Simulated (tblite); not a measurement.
Species: C7H11NSi2.
SMILES with atom numbers: `[CH:1]#[C:2][SiH2:3][C:4]#[C:5][SiH2:6][C@@H:7]1[CH2:8][C@@H:9]1[NH2:10]` (hydrogens: H11 on C1; H12, H13 on Si3; H14, H15 on Si6; H16 on C7; H17, H18 on C8; H19 on C9; H20, H21 on N10)

Computed with GFN2-xTB (tblite), gas phase: L-BFGS steps from a force-field or distance-geometry start until the largest atomic force falls under 0.01 eV/Å.

Step 33: E = -728.9072 eV
```
atom  x, y, z in Å  |  force x, y, z in eV/Å
C1      5.0330    2.4455   -0.8132    0.017  -0.003   0.004
C2      4.5108    1.4046   -0.5177   -0.006  -0.030  -0.011
Si3     3.7207   -0.2071   -0.0704   -0.017  -0.052   0.020
C4      1.9301    0.1527    0.2379   -0.040   0.010   0.022
C5      0.7681    0.4019    0.4732   -0.010  -0.005   0.007
Si6    -0.9860    0.8319    0.8916   -0.008   0.023   0.061
C7     -2.1138    0.2345   -0.4919    0.046   0.009  -0.016
C8     -3.5254   -0.2326   -0.2248    0.012   0.006  -0.018
C9     -2.5008   -1.2205   -0.6618    0.018  -0.016   0.030
N10    -2.0833   -2.2554    0.2336    0.001  -0.009  -0.002
H11     5.4945    3.3553   -1.0673    0.007   0.042  -0.012
H12     3.8564   -1.1577   -1.1815   -0.005   0.019  -0.018
H13     4.3285   -0.7205    1.1653   -0.003   0.012  -0.003
H14    -1.0992    2.2898    1.0296   -0.003  -0.028   0.004
H15    -1.3093    0.1706    2.1689   -0.002   0.015  -0.015
H16    -1.9874    0.7756   -1.4231   -0.011   0.022  -0.046
H17    -4.3040    0.0565   -0.9151   -0.016  -0.001   0.008
H18    -3.8585   -0.2876    0.8019   -0.002   0.026   0.001
H19    -2.5525   -1.5899   -1.6814   -0.015  -0.017   0.004
H20    -2.2363   -1.9788    1.1962   -0.002   0.010   0.017
H21    -1.0947   -2.4519    0.1219    0.041  -0.032  -0.039
```

Step 34: E = -728.9078 eV
```
atom  x, y, z in Å  |  force x, y, z in eV/Å
C1      5.0336    2.4449   -0.8130    0.010  -0.010   0.004
C2      4.5102    1.4039   -0.5192    0.003  -0.013  -0.013
Si3     3.7193   -0.2081   -0.0713   -0.028  -0.027   0.013
C4      1.9285    0.1525    0.2384   -0.018   0.004   0.019
C5      0.7673    0.4022    0.4767   -0.028  -0.003   0.014
Si6    -0.9871    0.8331    0.8952   -0.008   0.009   0.018
C7     -2.1126    0.2360   -0.4919    0.043  -0.004  -0.024
C8     -3.5244   -0.2331   -0.2258    0.027   0.019  -0.005
C9     -2.4978   -1.2194   -0.6623   -0.016  -0.017   0.023
N10    -2.0841   -2.2539    0.2347    0.018  -0.022  -0.001
H11     5.4946    3.3557   -1.0675   -0.002   0.019  -0.005
H12     3.8556   -1.1572   -1.1834   -0.006   0.016  -0.017
H13     4.3260   -0.7200    1.1648    0.002   0.007   0.003
H14    -1.0986    2.2906    1.0299   -0.005  -0.016   0.010
H15    -1.3165    0.1714    2.1700    0.002   0.015  -0.007
H16    -1.9855    0.7741   -1.4251   -0.010   0.030  -0.026
H17    -4.3046    0.0557   -0.9148   -0.005  -0.005   0.018
H18    -3.8540   -0.2895    0.8026   -0.012   0.031  -0.019
H19    -2.5508   -1.5898   -1.6820   -0.004  -0.010   0.023
H20    -2.2306   -1.9738    1.1976   -0.001   0.009   0.004
H21    -1.0976   -2.4582    0.1182    0.040  -0.033  -0.032
```

Task: Estimate the geometry and energy of step 35. (The exact step hangs on the optimiser's Hessian estimate; all steps are aligned on step 34, rigid shifts and turns removed.)

Result: E = -728.9083 eV, largest force 0.047 eV/Å
```
atom  x, y, z in Å  |  force x, y, z in eV/Å
C1      5.0342    2.4443   -0.8128    0.003  -0.014   0.003
C2      4.5099    1.4030   -0.5204    0.009   0.000  -0.013
Si3     3.7180   -0.2093   -0.0715   -0.029   0.005   0.002
C4      1.9271    0.1526    0.2392    0.000  -0.001   0.016
C5      0.7664    0.4024    0.4794   -0.035  -0.002   0.017
Si6    -0.9880    0.8338    0.8974   -0.011  -0.005  -0.023
C7     -2.1106    0.2368   -0.4931    0.027  -0.012  -0.027
C8     -3.5228   -0.2327   -0.2262    0.031   0.025   0.006
C9     -2.4961   -1.2190   -0.6622   -0.028  -0.012   0.011
N10    -2.0838   -2.2532    0.2354    0.031  -0.025   0.002
H11     5.4944    3.3563   -1.0677   -0.013  -0.008   0.003
H12     3.8549   -1.1565   -1.1851   -0.008   0.012  -0.015
H13     4.3244   -0.7196    1.1648    0.005   0.001   0.008
H14    -1.0990    2.2905    1.0307   -0.007   0.002   0.015
H15    -1.3218    0.1710    2.1696    0.002   0.011   0.006
H16    -1.9843    0.7732   -1.4280   -0.006   0.028  -0.006
H17    -4.3054    0.0553   -0.9133    0.009  -0.007   0.021
H18    -3.8500   -0.2892    0.8033   -0.015   0.034  -0.029
H19    -2.5508   -1.5902   -1.6820    0.003  -0.006   0.034
H20    -2.2277   -1.9712    1.1985    0.007   0.004  -0.010
H21    -1.0981   -2.4614    0.1160    0.024  -0.029  -0.022
```

The energy changes by -0.0005 eV. The first-order estimate −F·Δx gives -0.0006 eV and the mean of the old and new forces, exact on a quadratic surface, -0.0005 eV. The step makes an angle of 67° with the force vector and moves no atom by more than 0.005 Å.

The cost below is that of the whole relaxation. Time: 1.6 s wall. Hardware: an Arm Neoverse V2 with one thread, no GPU, shared host.
